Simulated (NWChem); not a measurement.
System: Si2H5O2Cl; SMILES O([SiH2]O)[SiH2]Cl

Here is an NWChem input.

```
start job
memory heap 200 mb stack 900 mb global 1100 mb
geometry units angstroms noautoz
  O      1.276924    -1.570686    -0.656298
  Si    -0.180488    -1.892746     0.060695
  O     -1.093753    -0.509854     0.228406
  Si    -1.042038     1.113942     0.026373
  Cl     0.693952     1.884640     0.895481
  H      1.910490    -1.041247    -0.150545
  H     -0.022073    -2.460951     1.421909
  H     -0.885332    -2.814817    -0.851127
  H     -0.990241     1.490363    -1.402880
  H     -2.191354     1.721782     0.725891
end
basis spherical
  * library def2-tzvp
end
dft
  xc slater vwn_5
  iterations 150
  semidirect filesize 400000000
  mulliken
end
task dft energy
```

Parts of the log:

```
             Northwest Computational Chemistry Package (NWChem) 7.3.0
             --------------------------------------------------------

 C1  symmetry detected

                             Geometry "geometry" -> ""
                             -------------------------

 Output coordinates in angstroms (scale by  1.889725989 to convert to a.u.)

  No.       Tag          Charge          X              Y              Z
 ---- ---------------- ---------- -------------- -------------- --------------
    1 O                    8.0000     1.30429514    -1.75760992    -0.58077859
    2 Si                  14.0000    -0.09304445    -1.89503395     0.29695031
    3 O                    8.0000    -0.99510654    -0.49653607     0.22583147
    4 Si                  14.0000    -0.96402473     1.04290339    -0.33037470
    5 Cl                  17.0000     0.83091577     1.96110859     0.21558612
    6 H                    1.0000     1.97301812    -1.13913019    -0.25246467
    7 H                    1.0000     0.17071242    -2.15391524     1.73370658
    8 H                    1.0000    -0.86265537    -2.98442987    -0.33499503
    9 H                    1.0000    -1.02279082     1.09689618    -1.80711813
   10 H                    1.0000    -2.05839276     1.80472882     0.30342558

 Effective nuclear repulsion energy (a.u.)     368.3605154040

                                 NWChem DFT Module
                                 -----------------

 Summary of "ao basis" -> "ao basis" (spherical)
 ------------------------------------------------------------------------------
       Tag                 Description            Shells   Functions and Types
 ---------------- ------------------------------  ------  ---------------------
 O                         def2-tzvp                11       31   5s3p2d1f
 Si                        def2-tzvp                13       37   5s5p2d1f
 Cl                        def2-tzvp                13       37   5s5p2d1f
 H                         def2-tzvp                 4        6   3s1p

            General Information
            -------------------
          SCF calculation type: DFT
          Wavefunction type:  closed shell.
          No. of atoms     :    10
          No. of electrons :    66
           Alpha electrons :    33
            Beta electrons :    33
          Charge           :     0
          Spin multiplicity:     1
          Use of symmetry is: off; symmetry adaption is: off
          Maximum number of iterations: 150
          AO basis - number of functions:   203
                     number of shells:    81
          Convergence on energy requested:  1.00D-06
          Convergence on density requested:  1.00D-05
          Convergence on gradient requested:  5.00D-04

              XC Information
              --------------
                        Slater Exchange Functional  1.000 local
                      VWN V Correlation Functional  1.000 local

             Grid Information
             ----------------
          Grid used for XC integration:  medium
          Radial quadrature: Mura-Knowles
          Angular quadrature: Lebedev.
          Tag              B.-S. Rad. Rad. Pts. Rad. Cut. Ang. Pts.
          ---              ---------- --------- --------- ---------
          O                   0.60       49          13.0       434
          Si                  1.10       88          12.0       590
          Cl                  1.00       88          13.0       590
          H                   0.35       45          13.0       434
          Grid pruning is: on
          Number of quadrature shells:   587
          Spatial weights used:  Erf1

      Superposition of Atomic Density Guess
      -------------------------------------

 Sum of atomic energies:       -1189.21617010

      Non-variational initial energy
      ------------------------------

 Total energy =   -1190.711361
 1-e energy   =   -2378.645266
 2-e energy   =     819.573390
 HOMO         =      -0.375325
 LUMO         =       0.031938

------------------------------------------------------------
EAF file 0: "./job.aoints.0" size=641728512 bytes
------------------------------------------------------------
               write      read    awrite     aread      wait
               -----      ----    ------     -----      ----
     calls:     1224         0         0         0         0
   data(b): 6.42e+08  0.00e+00  0.00e+00  0.00e+00
   time(s): 0.00e+00  0.00e+00  0.00e+00  0.00e+00  0.00e+00
rate(mb/s): 0.00e+00  0.00e+00
------------------------------------------------------------

     ---------------------------------------------
      Total Density - Mulliken Population Analysis
     ---------------------------------------------

    Atom       Charge   Shell Charges
 -----------   ------   -------------------------------------------------------
    1 O    8     8.84   0.79  1.18  0.59  0.95  0.24  2.02  2.20  0.85  0.00  0.01  0.00
    2 Si  14    13.11   2.00  0.59  1.39  0.81  0.38  4.10  1.73  0.48  0.95  0.26  0.18  0.17  0.06
    3 O    8     8.75   0.79  1.18  0.59  0.96  0.21  2.04  2.26  0.69  0.00  0.01  0.00
    4 Si  14    13.13   2.00  0.59  1.39  0.82  0.37  4.10  1.73  0.46  1.00  0.28  0.15  0.18  0.05
    5 Cl  17    17.41   2.01  0.45  1.52  1.11  0.84  4.19  1.69  1.11  2.96  1.52  0.00  0.02  0.00
    6 H    1     0.54   0.19  0.25  0.06  0.04
    7 H    1     1.06   0.23  0.54  0.28  0.01
    8 H    1     1.05   0.23  0.54  0.27  0.01
    9 H    1     1.05   0.23  0.54  0.27  0.01
   10 H    1     1.05   0.23  0.54  0.27  0.01

   convergence    iter        energy       DeltaE   RMS-Dens  Diis-err
 ---------------- ----- ----------------- --------- --------- ---------
 d= 0,ls=0.0,diis     1  -1187.8812831846 -1.56D+03  7.01D-03  3.85D+00
 d= 0,ls=0.0,diis     2  -1187.5972561922  2.84D-01  6.04D-03  4.70D+00
 d= 0,ls=0.0,diis     3  -1187.9227325051 -3.25D-01  1.99D-03  1.45D+00
 d= 0,ls=0.0,diis     4  -1188.0383130975 -1.16D-01  8.48D-04  4.30D-02
 d= 0,ls=0.0,diis     5  -1188.0423601996 -4.05D-03  2.99D-04  1.60D-02
  Resetting Diis
 d= 0,ls=0.0,diis     6  -1188.0439626620 -1.60D-03  9.93D-05  1.87D-03
 d= 0,ls=0.0,diis     7  -1188.0441196071 -1.57D-04  7.41D-05  1.39D-04
 d= 0,ls=0.0,diis     8  -1188.0440752108  4.44D-05  4.76D-05  6.29D-04
 d= 0,ls=0.0,diis     9  -1188.0441332849 -5.81D-05  7.45D-06  6.35D-06
 d= 0,ls=0.0,diis    10  -1188.0441338813 -5.96D-07  2.38D-06  7.76D-07

         Total DFT energy =    -1188.044133881296
      One electron energy =    -2382.497358216658
           Coulomb energy =      910.354892789377
    Exchange-Corr. energy =      -84.262183857990
 Nuclear repulsion energy =      368.360515403975

 Numeric. integr. density =       66.000004474200

                       DFT Final Molecular Orbital Analysis
                       ------------------------------------

 Vector   31  Occ=2.000000D+00  E=-2.981192D-01
              MO Center=  7.1D-01,  7.3D-01, -5.0D-03, r^2= 4.5D+00
   Bfn.  Coefficient  Atom+Function         Bfn.  Coefficient  Atom+Function
  ----- ------------  ---------------      ----- ------------  ---------------
   152      0.323457   5 Cl py              153     -0.265104   5 Cl pz
   155      0.215036   5 Cl py                7      0.182150   1 O  py
   156     -0.179549   5 Cl pz              149      0.158908   5 Cl py
    10      0.147597   1 O  py              150     -0.131958   5 Cl pz
   143     -0.130366   5 Cl py                8     -0.128972   1 O  pz

 Vector   32  Occ=2.000000D+00  E=-2.837439D-01
              MO Center=  1.6D-01, -1.9D-01,  1.1D-01, r^2= 6.1D+00
   Bfn.  Coefficient  Atom+Function         Bfn.  Coefficient  Atom+Function
  ----- ------------  ---------------      ----- ------------  ---------------
   153      0.259088   5 Cl pz              156      0.180440   5 Cl pz
     8     -0.159204   1 O  pz               74     -0.154494   3 O  px
   151     -0.148561   5 Cl px              181      0.136119   7 H  s
     7      0.131920   1 O  py               11     -0.127879   1 O  pz
   150      0.128478   5 Cl pz              182      0.127164   7 H  s

 Vector   33  Occ=2.000000D+00  E=-2.748472D-01
              MO Center= -4.2D-01, -3.0D-01,  4.3D-02, r^2= 5.8D+00
   Bfn.  Coefficient  Atom+Function         Bfn.  Coefficient  Atom+Function
  ----- ------------  ---------------      ----- ------------  ---------------
    76      0.226938   3 O  pz               79      0.187830   3 O  pz
   153      0.179045   5 Cl pz              181     -0.146756   7 H  s
   182     -0.141442   7 H  s               193      0.140500   9 H  s
   194      0.138874   9 H  s                82      0.128170   3 O  pz
   187      0.125239   8 H  s               188      0.125226   8 H  s

 Vector   34  Occ=0.000000D+00  E=-3.433273D-02
              MO Center= -8.6D-01,  4.0D-01, -2.3D-01, r^2= 6.0D+00
   Bfn.  Coefficient  Atom+Function         Bfn.  Coefficient  Atom+Function
  ----- ------------  ---------------      ----- ------------  ---------------
   118      0.695957   4 Si py               73      0.467372   3 O  s
    50     -0.308731   2 Si py              115      0.263198   4 Si py
   119     -0.229661   4 Si pz              117      0.164042   4 Si px
    49      0.162844   2 Si px              141     -0.161227   5 Cl s
   194     -0.155897   9 H  s               155     -0.153279   5 Cl py

 Vector   35  Occ=0.000000D+00  E=-2.820087D-02
              MO Center=  6.0D-01, -1.4D+00,  2.0D-01, r^2= 5.5D+00
   Bfn.  Coefficient  Atom+Function         Bfn.  Coefficient  Atom+Function
  ----- ------------  ---------------      ----- ------------  ---------------
     5      0.765232   1 O  s                49     -0.643119   2 Si px
   176     -0.561016   6 H  s                51      0.317029   2 Si pz
   188     -0.299404   8 H  s                50     -0.294439   2 Si py
   103      0.250650   4 Si s                46     -0.226439   2 Si px
   194     -0.208605   9 H  s               182     -0.171662   7 H  s

 Vector   36  Occ=0.000000D+00  E=-2.688380D-02
              MO Center= -5.0D-01,  9.8D-01, -2.3D-01, r^2= 5.0D+00
   Bfn.  Coefficient  Atom+Function         Bfn.  Coefficient  Atom+Function
  ----- ------------  ---------------      ----- ------------  ---------------
   117      0.727743   4 Si px              141     -0.537657   5 Cl s
   119      0.399830   4 Si pz              104      0.380603   4 Si s
   154      0.349528   5 Cl px              114      0.338039   4 Si px
   176      0.285688   6 H  s               103      0.279442   4 Si s
   155      0.250038   5 Cl py              140     -0.192549   5 Cl s

------------------------------------------------------------
EAF file 0: "./job.aoints.0" size=1058537472 bytes
------------------------------------------------------------
               write      read    awrite     aread      wait
               -----      ----    ------     -----      ----
     calls:     2019         9         0     18162     18162
   data(b): 1.06e+09  4.72e+06  0.00e+00  9.52e+09
   time(s): 0.00e+00  0.00e+00  0.00e+00  0.00e+00  0.00e+00
rate(mb/s): 0.00e+00  0.00e+00
------------------------------------------------------------

     ---------------------------------------------
      Total Density - Mulliken Population Analysis
     ---------------------------------------------

    Atom       Charge   Shell Charges
 -----------   ------   -------------------------------------------------------
    1 O    8     8.47   0.78  1.19  0.58  0.90  0.30  1.93  1.86  0.92  0.00  0.01  0.00
    2 Si  14    13.65   2.01  0.56  1.40  0.91  0.32  4.12  1.67  0.65  1.14  0.25  0.27  0.28  0.08
    3 O    8     8.26   0.78  1.19  0.57  0.90  0.24  1.94  1.91  0.72  0.00  0.01  0.00
    4 Si  14    13.70   2.01  0.56  1.40  0.94  0.32  4.12  1.67  0.64  1.21  0.26  0.23  0.28  0.07
    5 Cl  17    17.22   2.01  0.42  1.53  1.16  0.78  4.18  1.67  1.17  2.74  1.52  0.01  0.02  0.00
    6 H    1     0.67   0.24  0.33  0.04  0.05
    7 H    1     1.03   0.24  0.51  0.27  0.01
    8 H    1     1.01   0.24  0.52  0.25  0.01
    9 H    1     0.99   0.24  0.51  0.24  0.01
   10 H    1     0.99   0.24  0.51  0.24  0.01

     -------------------------------------------
      Total Density - Lowdin Population Analysis
     -------------------------------------------

    Atom       Charge   Shell Charges
 -----------   ------   -------------------------------------------------------
    1 O    8     8.10   0.86  1.09  0.53  0.58  0.32  1.77  1.88  1.04  0.00  0.03  0.00
    2 Si  14    14.01   2.00  0.83  1.09  0.50  0.30  3.84  1.87  0.71  1.05  0.51  0.29  0.72  0.30
    3 O    8     7.97   0.86  1.09  0.51  0.55  0.30  1.78  1.86  0.98  0.00  0.03  0.00
    4 Si  14    14.20   2.00  0.83  1.10  0.54  0.34  3.84  1.87  0.71  1.11  0.60  0.24  0.77  0.25
    5 Cl  17    16.80   1.98  0.84  1.14  0.91  0.76  3.92  1.90  1.27  2.44  1.60  0.01  0.04  0.00
    6 H    1     0.81   0.24  0.31  0.11  0.16
    7 H    1     1.03   0.24  0.47  0.30  0.02
    8 H    1     1.02   0.24  0.47  0.30  0.02
    9 H    1     1.02   0.24  0.46  0.30  0.02
   10 H    1     1.02   0.24  0.47  0.30  0.02

     Multipole analysis of the density
     ---------------------------------

     L   x y z        total         alpha         beta         nuclear
     -   - - -        -----         -----         ----         -------
     0   0 0 0     -0.000000    -33.000000    -33.000000     66.000000

     1   1 0 0     -0.096955     -0.048478     -0.048478     -0.000000
     1   0 1 0      0.003710      0.001855      0.001855     -0.000000
     1   0 0 1      0.124748      0.062374      0.062374      0.000000

     2   2 0 0    -36.355731   -118.792161   -118.792161    201.228591
     2   1 1 0     -0.527005      5.395226      5.395226    -11.317457
     2   1 0 1      1.439733     -0.297917     -0.297917      2.035567
     2   0 2 0    -40.441774   -336.035560   -336.035560    631.629347
     2   0 1 1     -1.827453      2.883838      2.883838     -7.595129
     2   0 0 2    -39.546051    -43.339484    -43.339484     47.132917
```

Level: LDA (Slater exchange, VWN5)/def2-TZVP. Structure relaxed at the B3LYP/6-31G* (spherical d) level.
